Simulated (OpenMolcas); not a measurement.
Mg I: thermal populations, worked from levels

```
Program             : OpenMolcas
Basis               : ANO-RCC-VQZP [6s5p3d2f1g]
Scalar Hamiltonian  : DKH2, point nucleus
Active space        : 2 electrons in 4 orbitals (3s 3p)
State averaging     : 2S+1 = 3 even, 3 roots (0 in the spin-orbit step); 2S+1 = 1 even, 1 root; 2S+1 = 3 odd, 3 roots; 2S+1 = 1 odd, 3 roots
Spin-orbit coupling : RASSI with atomic mean-field integrals over the reference wave functions, term energies averaged over their components
```

Methods: CASSCF; SS-CASPT2, IPEA 0.25 Eh, imaginary shift 0.1 Eh (closed shells correlated: 2s 2p). Measured levels: NIST Handbook of Basic Atomic Spectroscopic Data.

**Thermal populations.** Z = Σ (2J + 1) exp(-E/kT) with k = 0.695035 cm-1/K, over the levels below. No other level of either list lies under 41100 cm-1, which is above 7 kT at each temperature.

```csv
Level,2J + 1,SS-CASPT2,measured
3s2 1S0,1,0.0,0.0
3s 3p 3P* 0,1,21897,21850
3s 3p 3P* 1,3,21913,21870
3s 3p 3P* 2,5,21944,21911
3s 3p 1P* 1,3,37353,35051
```

| T (K) | Z, SS-CASPT2 | Z, measured levels | Ground level (%), SS-CASPT2 | Ground level (%), measured levels |
| --- | --- | --- | --- | --- |
| 8000 | 1.178 | 1.181 | 84.9 | 84.7 |

At 8000 K, kT = 5560 cm-1, and the computed levels give Z = 1.000 + 0.019 + 0.058 + 0.097 + 0.004 = 1.178.

Without dynamic correlation excited terms often stand tens of per cent too high (terms of higher spin than the ground term too low), and those without a measured partner can miss by more than the paired ones (holds for CASSCF). Measured partners are found by configuration, term and J. A level has none where our copy of the source lacks it or the pairing is in doubt (some pairs that miss far off the trend of their configuration count as doubtful), and it then counts in no deviation. Levels of configurations outside the active space are missing.

* marks odd parity.
